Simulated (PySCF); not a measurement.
Gas-phase reaction: 3 SnH3Cl ⇌ SnHCl3 + 2 SnH4

Method: PySCF energies plus ideal-gas RRHO corrections (1 bar). † marks an energy on the PBE0/def2-TZVP geometry and frequencies; other levels use their own. MP2 and CCSD(T) freeze the core. All species are closed-shell singlets. Sn: scalar-relativistic def2 core potential, no spin-orbit coupling. SnH3Cl, SnHCl3: computed as isolated molecules; such fragments, hydroxides, amides, oligomers or adducts are transient or little studied in the gas. MP2 isn't extrapolated to the basis-set limit. CCSD(T) isn't extrapolated to the basis-set limit.

CCSD(T)/def2-TZVPP† gives ΔH°(298 K) = 1 kJ.

### Question
What do PBE0/def2-TZVP, MP2/def2-SVP†, PBE0/def2-QZVP† give?

### Answer
PBE0/def2-TZVP: 6 kJ; MP2/def2-SVP†: -5 kJ; PBE0/def2-QZVP†: 7 kJ. For scale, ΔH°(298 K) is 1 kJ at this level, 4 kJ at ωB97M-V/def2-TZVP†, and runs from -8 to 17 kJ over the 18 levels computed.
